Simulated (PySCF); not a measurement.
BeF2, charge +1, quartet, geometry from GFN2-xTB of the parent state (such geometries of metal compounds can be far from the true shape) (a state made from the parent by changing its charge; the spin is typed, not shown lowest); B3LYP/6-31G (PySCF).

Here is a job for PySCF.
```python
from pyscf import gto, scf, dft

mol = gto.Mole()
mol.atom = '''
    Be   -0.339317    0.411648   -0.785510
    F     1.035833   -0.108835   -0.249415
    F    -0.885025   -0.074120    0.598531
'''
mol.basis = '6-31g'
mol.charge = 1
mol.spin = 3
mol.verbose = 3
mol.build()

mf = dft.UKS(mol)
mf.xc = 'b3lyp'
mf.kernel()
```

Output, abridged:

```
converged SCF energy = -213.753805695794  <S^2> = 3.7596502  2S+1 = 4.0048222
```
